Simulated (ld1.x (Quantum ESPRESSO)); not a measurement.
## PBEsol ultrasoft dataset for zirconium, scalar-relativistic all-electron reference.

zirconium, ultrasoft, made with ld1.x (Quantum ESPRESSO) 7.5 (PBEsol, scalar-relativistic). Core [Kr], reference 4d2 5s2 5p0. Waves: 5s (bound): rcut 3.20, rcutus 3.40 bohr; 5s channel at 3.1 Ry: rcut 3.20, rcutus 3.40 bohr; 5p (bound, empty): rcut 2.90, rcutus 3.45 bohr; 5p channel at 0.75 Ry: rcut 2.90, rcutus 3.45 bohr; 4d (bound): rcut 1.80, rcutus 3.16 bohr; 4d channel at 0.25 Ry: rcut 1.80, rcutus 3.16 bohr. Local part: all-electron potential smoothed inside 1.90 bohr (lloc = -2). Core correction: Bessel-smoothed model core inside 1.90 bohr. Augmentation charge: built from norm-conserving waves at rcut, not smoothed further.

All-electron outer shells of the reference configuration (PBEsol, scalar-relativistic, ld1.x):

```json
{"shell": "4s", "level (eV)": "-54.46", "outermost node (bohr)": "0.55", "outermost maximum (bohr)": "1.08"}
{"shell": "4p", "level (eV)": "-32.43", "outermost node (bohr)": "0.56", "outermost maximum (bohr)": "1.17"}
{"shell": "5s", "level (eV)": "-4.46", "outermost node (bohr)": "1.47", "outermost maximum (bohr)": "3.15"}
{"shell": "4d", "level (eV)": "-3.61", "outermost node (bohr)": "0.58", "outermost maximum (bohr)": "1.61"}
{"shell": "5p", "level (eV)": "-1.45", "outermost node (bohr)": "1.70", "outermost maximum (bohr)": "4.10"}
```

Calculated quality:

```
Configuration tests                       : test run stopped at test 1 of 7 (negative rho)
Lowest eigenvalue of the overlap operator : 0.01 (s channel)
```

A Bessel basis up to 400 Ry misses an occupied level by 0.10 Ry, so cutoffs and ghosts were not judged.

Generation and tests took about 0.87 s on one core of a shared server CPU.
